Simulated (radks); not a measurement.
Values are calculated unless marked as measured or tabulated.
Correlation energies from several functionals, in hartree. Species: Al3+ [Ne]; Ne6+ [He] 2s2. Code: a radial shooting solver on a logarithmic mesh with Libxc functionals. Model: non-relativistic Kohn-Sham, PBE, spin-polarised, spherical densities, point nucleus. Every spin shell is full or empty, so the densities are truly spherical. Functionals are evaluated on that one density, not self-consistently.

| functional | Al3+ | Ne6+ |
|---|---|---|
| PW92 | -0.84882 | -0.33362 |
| VWN5 | -0.85320 | -0.33520 |
| PZ | -0.84595 | -0.33293 |
| Chachiyo | -0.83373 | -0.32780 |
| LYP | -0.42118 | -0.12910 |
| AM05 | -0.76592 | -0.29281 |
| TPSS | -0.38603 | -0.10577 |
| revTPSS | -0.39520 | -0.11005 |
| r2SCAN | -0.37547 | -0.10736 |
